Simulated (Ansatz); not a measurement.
Consider the redistribution: `BS[SiH](C)Cl` + `[CH3][SbH2]` → `C[SiH](Cl)[SbH2]` + `BSC`.

Program: Ansatz. Geometries: PBE0-D4/def2-TZVP. ΔE: electronic, gas phase. CCSD(T)/CBS adds triple-zeta CCSD(T) − MP2 to the extrapolated MP2 energy (def2 sets, frozen cores). DFT in def2-TZVPP. B3LYP here is the variant with VWN-RPA as its local correlation; programs differ in this. Elements past krypton have def2 core potentials. For Sb outer-core shells are correlated without core-valence functions, which leaves a few kJ/mol of doubt a bond. Each species was taken in one conformer, which may not be the lowest.

CCSD(T)/CBS gives +0.48 eV.

Task: Another level gave +0.48 eV. Which?
A. PBE-D4/def2-TZVPP
B. ωB97M-V/def2-TZVPP
C. B3LYP/def2-TZVPP
D. MP2/def2-TZVPP

Result: B. ωB97M-V 0.48, B3LYP 0.40, PBE-D4 0.35, MP2/def2-TZVPP 0.54 eV.

Largest T1 diagnostic among the species: 0.014.

Leaving LDA and LC-ωPBE aside and taking each functional with its dispersion term where it has one, the values, not all of them listed here, spread over 0.15 eV, from PBE-D4 to B97M-V. From BLYP to BHLYP (50 % exact exchange), in def2-TZVPP and without D4, ΔE moves by +0.08 eV. At CCSD(T), def2-SVP lies −0.07 eV from the extrapolated value and def2-TZVPP +0.03 eV.
